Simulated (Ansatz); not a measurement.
Isomers of CH5BClFSi, relaxed with PBE0-D4/def2-TZVP in Ansatz; electronic energies, one conformer each and not always the lowest. Functionals use def2-TZVPP; CBS adds triple-zeta CCSD(T) − MP2 to the MP2 limit of def2-TZVPP and def2-QZVPP.

Order them by energy at frozen-core CCSD(T)/CBS, lowest first. (Best estimate.)
A. `B[SiH2]C(F)Cl`
B. `BC[SiH](F)Cl`
C. `B[Si](C)(F)Cl`
D. `C[SiH2]B(F)Cl`

B (0.0 kcal/mol), C (9.7 kcal/mol), D (10.7 kcal/mol), A (109.9 kcal/mol).

How do ωB97M-V, PBE0-D4, B2PLYP, HF/CBS(def2) place them (kcal/mol, against `BC[SiH](F)Cl`)? (An estimate is asked.)

The calculation gave: 
| isomer | ωB97M-V | PBE0-D4 | B2PLYP | HF/CBS(def2) |
| --- | --- | --- | --- | --- |
| `C[SiH2]B(F)Cl` | 10.4 | 6.9 | 9.5 | 14.1 |
| `B[SiH2]C(F)Cl` | 109.3 | 106.0 | 109.0 | 111.6 |
| `B[Si](C)(F)Cl` | 10.4 | 8.8 | 9.7 | 9.8 |
